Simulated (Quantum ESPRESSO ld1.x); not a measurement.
The numbers below are computed, except where a source is named.
Problem. The mean radii <r> (bohr) of the occupied orbitals of an atom or ion are listed with their occupations. Code: ld1.x of Quantum ESPRESSO 7.5. Model: Dirac Kohn-Sham, PBE, spin-unpolarised, spherical densities, point nucleus.

| orbital | occ. | <r> |
|---|---|---|
| 1s1/2 | 2 | 0.02318 |
| 2s1/2 | 2 | 0.09837 |
| 2p1/2 | 2 | 0.08238 |
| 2p3/2 | 4 | 0.08888 |
| 3s1/2 | 2 | 0.2579 |
| 3p1/2 | 2 | 0.2472 |
| 3p3/2 | 4 | 0.2594 |
| 3d3/2 | 4 | 0.2303 |
| 3d5/2 | 6 | 0.2340 |
| 4s1/2 | 2 | 0.5431 |
| 4p1/2 | 2 | 0.5462 |
| 4p3/2 | 4 | 0.5651 |

Name the element and its charge. Open shells, if any, are shared by 2j + 1.

Solution. Z = 61, promethium, charge +25: Pm25+ in [Kr]. The 1s radius gives Z: for a bare nucleus <r> = (2 gamma + 1)/(2Z) with gamma = sqrt(1 - (Z/c)^2), 0.02288 bohr for Z = 61, and screening makes it slightly larger (0.02318 here). The occupations add up to 36, and the charge is Z minus that.
